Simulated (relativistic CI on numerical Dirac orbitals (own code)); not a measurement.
# Yb16+: sensitivity of the levels to the model

Base calculation: Dirac-Coulomb-Breit CI, separate exchange-only KLI orbitals for each configuration, a model potential for QED, unscaled Slater integrals.

CI space (outside the closed core [Ar] 3d10 4p6 4d10): 4s²4f⁸, 4s²4f⁷5s, 4s²4f⁶5s², 4s²4f⁷6s, 4f¹⁰. Levels of other configurations are missing.

The lowest level and the first level of each name with at least 55 % of one term (blank where a level has no safe partner in the second run):

```tsv
Level	Base (cm⁻¹)	Shift (cm⁻¹)
4s²4f⁷5s ⁹S°4	0.0	0.0
4s²4f⁸ ⁷F6	14597.6	+106.0
4s²4f⁸ ⁷F5	19654.5	+110.1
4s²4f⁸ ⁷F4	22296.7	+123.6
4s²4f⁸ ⁷F3	24650.1	+133.3
4s²4f⁸ ⁷F2	26232.5	+145.0
4s²4f⁸ ⁷F1	27334.8	+153.7
4s²4f⁸ ⁷F0	27859.6	+159.5
4s²4f⁷5s ⁷S°3	36385.9	+456.6
4s²4f⁸ ⁵D4	49331.0	+207.8
4s²4f⁸ ⁵L10	59184.3	+106.9
4s²4f⁸ ⁵L9	62978.6	+105.7
4s²4f⁸ ⁵D3	63130.7	+208.3
4s²4f⁸ ⁵G5	63575.6	+182.1
4s²4f⁷5s ⁷P°4	63907.9	+38.9
4s²4f⁸ ⁵G4	64309.8	+177.1
4s²4f⁸ ⁵L8	64708.4	+115.9
4s²4f⁸ ⁵L7	64882.8	+128.4
4s²4f⁸ ⁵L6	65503.1	+152.1
4s²4f⁷5s ⁷P°3	65802.3	+39.5
4s²4f⁸ ⁵G3	66393.8	+176.9
4s²4f⁷5s ⁷P°2	67522.5	+33.1
```

At this charge transitions that keep the count of f electrons are usually good to a few per cent. Terms inside the open d or f shell come out 10 to 20 % too wide with unscaled integrals. Levels that differ in their count of f electrons can be misplaced by several ten thousand cm⁻¹, since the correlation energy of f electrons is missing or only estimated; rates across such gaps can be off by orders of magnitude. The computed lowest level isn't the tabulated ground level, which NIST ASD gives as 4f8 7F6; for such ions that label comes from theory and may be the wrong one.

Task: One thing was changed in a second run, which moved the levels as shown. Which?
A. Breit term removed
B. QED terms removed
C. configuration mixing switched off

Result: C. Configuration mixing switched off. Without mixing, levels that were pushed by configurations of the same parity and J return to their single-configuration places.

LS names give the leading component of a level, which can be under half, so a name can repeat, a term be missing and a line seem to break the LS rules.
